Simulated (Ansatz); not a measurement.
Ga5O14H13, a hydroxylated oxide cluster. Charge 0, multiplicity 1. Geometry PBE-D4/def2-SVP.

```xyz
32

Ga   -1.349    0.320    0.978
Ga    0.677   -1.760   -0.612
Ga   -1.602    1.840    3.683
Ga    1.666    1.225    0.253
Ga   -0.722   -1.742   -3.110
O     1.065   -2.262   -2.631
O    -1.549   -2.389   -4.567
O     2.149   -2.495    0.184
O    -2.337   -0.102   -0.517
O    -0.121    1.787    0.680
O     2.648    2.671   -0.195
O    -0.808    0.123   -2.930
O    -1.090   -2.229   -1.292
O     1.167    0.064   -1.187
O     2.182    0.036    1.579
O    -0.119   -1.137    1.103
O    -0.495    3.069    2.913
O    -2.222    0.619    2.554
O    -1.949    2.059    5.423
H     1.760   -1.669   -2.975
H    -1.523   -3.363   -4.593
H     2.691   -2.981   -0.462
H    -1.972    0.322   -1.331
H    -0.166    2.469    1.423
H     3.565    2.567    0.119
H    -1.021    0.614   -3.743
H    -1.754   -1.547   -0.900
H     0.518    0.387   -1.883
H     2.613   -0.765    1.192
H     0.710   -0.798    1.586
H    -0.070    3.715    3.504
H    -2.540    1.355    5.753
```

B3LYP takes the VWN-RPA correlation. Single mean-field runs in def2-SVP, def2-TZVP are fitted with def2-universal-jkfit.

Problem. Estimate the orbital energies around the gap (eV) in Ansatz with HF/STO-3G, PBE-D4/def2-SVP, r2SCAN-D4/def2-TZVP, B3LYP-D4/def2-TZVP, PBE0-D4/def2-TZVP.

Solution. 
| orbital | HF/STO-3G | PBE-D4/def2-SVP | r2SCAN-D4/def2-TZVP | B3LYP-D4/def2-TZVP | PBE0-D4/def2-TZVP |
| --- | --- | --- | --- | --- | --- |
| HOMO−5 | -6.56 | -7.01 | -7.61 | -8.65 | -8.93 |
| HOMO−4 | -6.49 | -6.89 | -7.53 | -8.57 | -8.84 |
| HOMO−3 | -6.46 | -6.84 | -7.46 | -8.49 | -8.76 |
| HOMO−2 | -6.36 | -6.68 | -7.37 | -8.43 | -8.71 |
| HOMO−1 | -6.13 | -6.54 | -7.19 | -8.25 | -8.52 |
| HOMO | -5.53 | -6.49 | -7.15 | -8.20 | -8.47 |
| LUMO | 6.39 | -2.26 | -2.18 | -1.92 | -1.56 |
| LUMO+1 | 7.11 | -1.64 | -1.56 | -1.36 | -1.01 |
| LUMO+2 | 8.13 | -0.73 | -0.62 | -0.43 | -0.08 |
| LUMO+3 | 9.02 | -0.65 | -0.49 | -0.29 | 0.04 |
| LUMO+4 | 9.67 | -0.11 | 0.01 | 0.11 | 0.48 |
| LUMO+5 | 10.06 | -0.01 | 0.09 | 0.22 | 0.57 |
